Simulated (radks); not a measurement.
Results of a calculation; reference values are marked as such.
La, 57 electrons, occupied as [Xe] 5d1 6s2. Code: a radial shooting solver on a logarithmic mesh with Libxc functionals. Model: scalar-relativistic Kohn-Sham, PBEsol, spin-polarised, spherical densities, finite nucleus; open shells are filled with parallel spins first (spin-orbit coupling, left out, can overturn this in heavy ions); Fermi nuclear charge, rms radius 4.855 fm.

Normalised radial functions P(r) = r R(r), r in bohr:

r           5p up  5p down
0.001635   0.0015   0.0015
0.002233   0.0026   0.0026
0.003027   0.0044   0.0045
0.004135   0.0076   0.0076
0.005604   0.0128   0.0129
0.007656   0.0215   0.0217
0.01038    0.0352   0.0355
0.01418    0.0568   0.0572
0.01921    0.0873   0.0879
0.02625    0.1280   0.1288
0.03557    0.1711   0.1723
0.0486     0.2021   0.2034
0.06586    0.1899   0.1911
0.08998    0.0997   0.1004
0.1219    -0.0681  -0.0686
0.1666    -0.2492  -0.2509
0.2258    -0.2848  -0.2867
0.3084    -0.0602  -0.0606
0.418      0.2982   0.3003
0.5711     0.4440   0.4469
0.774      0.1227   0.1229
1.057     -0.4696  -0.4735
1.433     -0.8409  -0.8450
1.958     -0.7726  -0.7717
2.653     -0.4473  -0.4429
3.625     -0.1621  -0.1597
4.912     -0.0366  -0.0363
6.711     -0.0040  -0.0041
9.096     -0.0002  -0.0002
12.43     0.0000  0.0000

5p up: eigenvalue -22.564 eV, 3 radial nodes at r = 0.109, 0.325, 0.829 bohr, <r> = 1.81 bohr, 90 % of the charge inside 2.64 bohr. 5p down: eigenvalue -22.171 eV, 3 radial nodes at r = 0.109, 0.325, 0.828 bohr, <r> = 1.80 bohr, 90 % of the charge inside 2.63 bohr.
